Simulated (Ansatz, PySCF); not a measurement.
Spin states of HMnO (SMILES [OH][Mn]), each relaxed with B3LYP-D3(BJ)/def2-TZVP.
State 1 (charge 0, multiplicity 7):
```xyz
3

Mn    -1.002    -0.748    -0.859
O      0.308    -0.007     0.209
H      0.661     0.802     0.579
```
State 2 (charge 0, multiplicity 5):
```xyz
3

Mn    -0.9599    -0.6391    -0.8128
O      0.4059    -0.1230     0.2659
H      0.5209     0.8095     0.4765
```

| level | energy of the multiplicity-5 state less that of the multiplicity-7 state (kJ/mol) | cost |
|---|---|---|
| SVWN5/def2-TZVPP | 20.5 | ×0.5 |
| PBE/def2-TZVPP | 33.7 | ×1 |
| PBE-D3(BJ)/def2-TZVPP | 33.7 | ×1 |
| PBE-D4/def2-TZVPP | 33.8 | ×1 |
| BLYP/def2-TZVPP | 4.8 | ×1 |
| BLYP-D3(BJ)/def2-TZVPP | 4.8 | ×1 |
| BLYP-D4/def2-TZVPP | 4.8 | ×1 |

The rows run from 4.8 (BLYP-D3(BJ)/def2-TZVPP) to 33.8 kJ/mol (PBE-D4/def2-TZVPP). The dispersion term adds 0.0 in PBE-D3(BJ), 0.0 in PBE-D4, 0.0 in BLYP-D3(BJ). The 3 functionals in def2-TZVPP without D3 or D4 span 28.9, from BLYP to PBE.

Singlets are restricted, other states unrestricted; no spin–orbit coupling, no relativity up to Kr; see below for the cores. The largest T1 diagnostic is 0.034.

Doubts at one or more of the structures used: a spin-contaminated determinant (SVWN5/def2-TZVPP, PBE/def2-TZVPP, PBE-D3(BJ)/def2-TZVPP, PBE-D4/def2-TZVPP, BLYP/def2-TZVPP, BLYP-D3(BJ)/def2-TZVPP, BLYP-D4/def2-TZVPP).

Run with Ansatz (Gaussian orbitals); PySCF for the dispersion terms. Values without a source in brackets are computed.

Costs are rough ratios of core time to PBE/def2-TZVPP (about 11 s over the structures, on one shared machine); a dash marks a level with no comparable run of its own.

Ansatz is a first-principles code.
